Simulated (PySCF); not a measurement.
Computed with PySCF with PBE-D3(BJ)/def2-TZVP // PBE0-D4/def2-TZVP. Gas-phase values, no solvent. 

Reference species (SMILES): `[F][Sn]([F])([F])[F]` (neutral, multiplicity 1).

The HOMO is -10.25 eV. The LUMO is -4.61 eV. The HOMO–LUMO gap is 5.64 eV.

Changed species: `[SnH4]` (0 of 4 H replaced by F; the reference has 4 of 4 H replaced by F).

### Question
Predict the effect on the HOMO, LUMO and HOMO–LUMO gap.

### Answer
the HOMO rises by 2.32 eV, to -7.93 eV; the LUMO rises by 4.32 eV, to -0.29 eV; the HOMO–LUMO gap increases by 2.00 eV, to 7.64 eV.
